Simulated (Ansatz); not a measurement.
Program: Ansatz. Geometries: PBE0-D4/def2-TZVP. ΔE: electronic, gas phase. CCSD(T)/CBS adds triple-zeta CCSD(T) − MP2 to the extrapolated MP2 energy (def2 sets, frozen cores). Functionals use def2-TZVPP. For Se outer-core shells are correlated without core-valence functions, which leaves a few kJ/mol of doubt a bond. Scalar relativity is left out up to krypton. One conformer a species, not always the lowest.

Consider the substitution at a C–C bond: `CCOC(=O)OC` + `FB(Cl)[SeH]` → `C[Se]B(F)Cl` + `COC(=O)OC`.

`CCOC(=O)OC`:

Cartesian coordinates in Å:
```
C 0.470 0.385 -2.322
C -0.829 0.149 -1.593
O -0.647 -0.706 -0.456
C -0.228 -0.105 0.651
O -0.021 1.071 0.792
O -0.079 -1.034 1.591
C 0.361 -0.537 2.849
H 0.285 0.980 -3.219
H 1.173 0.930 -1.691
H 0.922 -0.561 -2.625
H -1.274 1.089 -1.261
H -1.546 -0.385 -2.218
H -0.354 0.181 3.252
H 1.334 -0.052 2.753
H 0.433 -1.406 3.499
```

`FB(Cl)[SeH]`:

Cartesian coordinates in Å:
```
F 0.764 -1.701 -0.095
B 0.322 -0.481 0.130
Cl 0.879 0.363 1.556
Se -0.916 0.274 -1.154
H -1.050 1.545 -0.437
```

`C[Se]B(F)Cl`:

```xyz
8

C    -1.083   -0.399   -0.662
Se   -0.642    0.137    1.158
B     1.239    0.506    0.965
F     1.904    0.909    2.031
Cl    2.115    0.337   -0.545
H    -2.145   -0.635   -0.660
H    -0.883    0.421   -1.347
H    -0.506   -1.277   -0.939
```

`COC(=O)OC`:

Z-matrix (Å, degrees):
```
C
O 1 1.423
H 1 1.091 2 110.7
H 1 1.088 2 105.6 3 -119.5
H 1 1.091 2 110.7 3 121.0
C 2 1.329 1 114.5 3 -60.5
O 6 1.329 2 108.1 1 180.0
O 6 1.202 2 125.9 1 -0.0
C 7 1.423 6 114.5 2 180.0
H 9 1.091 7 110.7 6 60.4
H 9 1.088 7 105.6 6 180.0
H 9 1.091 7 110.7 6 -60.5
```

```json
{"species": "`CCOC(=O)OC`", "ωB97X-V energy (Eh)": "-382.96886"}
{"species": "`FB(Cl)[SeH]`", "ωB97X-V energy (Eh)": "-2986.91050"}
{"species": "`C[Se]B(F)Cl`", "ωB97X-V energy (Eh)": "-3026.22832"}
{"species": "`COC(=O)OC`", "ωB97X-V energy (Eh)": "-343.64633"}
```

Question: Work out ΔE.

Answer: ΔE = (-3026.22832) + (-343.64633) − (-382.96886) − (-2986.91050) = 0.00471 Eh = +12.4 kJ/mol. CCSD(T)/CBS gives +10.2 kJ/mol.

Largest T1 diagnostic among the species: 0.013.

In def2-TZVPP, CCSD(T) changes the Hartree–Fock value by −3.8 kJ/mol (the triples alone add −1.3 kJ/mol) and MP2 by −7.3 kJ/mol.
